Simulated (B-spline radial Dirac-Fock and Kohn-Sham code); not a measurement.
Auger parameter of iridium: the K level and its strongest K-LL line

Model: ΔSCF Dirac-Fock with Breit, self-energy and vacuum polarisation, finite nucleus, configuration average. Program: a radial atomic solver. The modified Auger parameter α′ is the binding energy plus the kinetic energy of the Auger electron; it does not depend on the energy zero. For free ions it tends to fall with charge, since less charge screens the final holes.

```csv
species,configuration,binding 1s (eV),Auger line,kinetic (eV),α′ (eV)
Ir,[Xe] 4f14 5d7 6s2,76118.1,L2L3 J=2,51794.0,127912.0
Ir,[Xe] 4f14 5d9,76111.4,L2L3 J=2,51802.8,127914.2
Ir⁺,[Xe] 4f14 5d7 6s1,76127.0,L2L3 J=2,51783.7,127910.7
Ir⁺,[Xe] 4f14 5d6 6s2,76131.0,L2L3 J=2,51778.7,127909.8
Ir²⁺,[Xe] 4f14 5d7,76137.1,L2L3 J=2,51772.6,127909.7
Ir²⁺ (Watson 2 Å),[Xe] 4f14 5d7,76122.8,L2L3 J=2,51787.0,127909.7
Ir³⁺,[Xe] 4f14 5d6,76152.4,L2L3 J=2,51755.4,127907.8
Ir³⁺,[Xe] 4f14 5d4 6s2,76161.6,L2L3 J=2,51744.2,127905.8
Ir³⁺ (Watson 1.6 Å),[Xe] 4f14 5d6,76125.7,L2L3 J=2,51782.3,127908.0
Ir⁴⁺,[Xe] 4f14 5d5,76169.1,L2L3 J=2,51736.9,127906.0
Ir⁴⁺,[Xe] 4f14 5d3 6s2,76178.9,L2L3 J=2,51725.2,127904.1
Ir⁴⁺ (Watson 2 Å),[Xe] 4f14 5d5,76140.3,L2L3 J=2,51765.7,127906.0
Ir⁵⁺,[Xe] 4f14 5d4,76187.0,L2L3 J=2,51717.4,127904.3
Ir⁵⁺ (Watson 1.6 Å),[Xe] 4f14 5d4,76142.1,L2L3 J=2,51762.4,127904.4
Ir⁵⁺ (Watson 1.8 Å),[Xe] 4f14 5d4,76147.0,L2L3 J=2,51757.4,127904.4
Ir⁶⁺,[Xe] 4f14 5d3,76206.0,L2L3 J=2,51696.8,127902.8
Ir⁷⁺,[Xe] 4f14 5d2,76226.0,L2L3 J=2,51675.2,127901.2
Ir⁷⁺ (Watson 2.7 Å),[Xe] 4f14 5d2,76188.7,L2L3 J=2,51712.5,127901.2
```

Values without a named source are computed, but for edge energies of neutral atoms, which are taken from tables.
